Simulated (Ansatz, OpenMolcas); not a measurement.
## How basis sets differ on C2H4ClSi (SMILES C=C[SiH]Cl)

C2H4ClSi has 8 atoms, charge 0, and is taken as a doublet. As SMILES, `C=C[SiH]Cl`. Geometry: relaxed at PBE0-D4/def2-TZVP.

```xyz
8

C     0.6470    1.0270   -0.6597
C     0.6285   -0.0667    0.1054
Si   -0.9036   -0.6426    0.9471
Cl   -1.0316   -2.6979    0.9413
H    -0.2569    1.5882   -0.8806
H     1.5639    1.4049   -1.1025
H     1.5613   -0.5910    0.3016
H    -2.1163   -0.0791    0.2915
```

Each level gives the dipole moment (D). The values are calculated.

```csv
level,kind,program,value (D),CPU time
ROHF/ANO-R0 (sfX2C),Hartree–Fock,OpenMolcas,1.72,2.6 s
UHF/STO-3G,Hartree–Fock,OpenMolcas,3.15,1.5 s
UHF/3-21G,Hartree–Fock,OpenMolcas,3.49,1.9 s
UHF/def2-SVP,Hartree–Fock,Ansatz,2.20,11 s
UHF/6-311G**,Hartree–Fock,Ansatz,2.66,17 s
```

The values span 1.72 to 3.49 D. Spin contamination of the reference (⟨S²⟩ at least 0.1 too high) touches UHF/STO-3G, UHF/3-21G, UHF/def2-SVP, UHF/6-311G**. Magnitudes only. Sets without polarisation functions give poor dipoles. CPU times are rough (shared hosts, several kinds of processor and program).
